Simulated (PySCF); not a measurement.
**Ionisation energy of Cs²⁺ by level of theory**

Cs²⁺ [Kr] 4d10 5s2 5p5 (2P) → Cs³⁺ [Kr] 4d10 5s2 5p4 (3P), as a difference of total energies. Computed with PySCF 2.14 in def2-SVP with the def2 core potential (46 electrons) (5s3p2d, 24 functions), with a scalar-relativistic core potential. Correlated levels: valence: 5s2 frozen. The calculations carry no spin-orbit coupling.

```json
{"method": "UHF", "ionisation energy (eV)": "32.504", "difference from reference (eV)": "-0.691"}
{"method": "r2SCAN", "ionisation energy (eV)": "33.644", "difference from reference (eV)": "+0.449"}
{"method": "LDA", "ionisation energy (eV)": "33.519", "difference from reference (eV)": "+0.324"}
{"method": "MP2 (valence)", "ionisation energy (eV)": "32.697", "difference from reference (eV)": "-0.498"}
{"method": "SCS-MP2 (valence)", "ionisation energy (eV)": "32.700", "difference from reference (eV)": "-0.495"}
{"method": "CCSD (valence)", "ionisation energy (eV)": "32.728", "difference from reference (eV)": "-0.467"}
{"method": "CCSD(T) (valence)", "ionisation energy (eV)": "32.730", "difference from reference (eV)": "-0.465"}
```

Reference: 33.195 eV (semi-empirical (NIST evaluation); NIST Atomic Spectra Database, ionization energies).

The reference lies between the lowest fine-structure levels, while these numbers refer to the centres of the terms.

Errors of the correlated levels include the incompleteness of this basis and the frozen core.
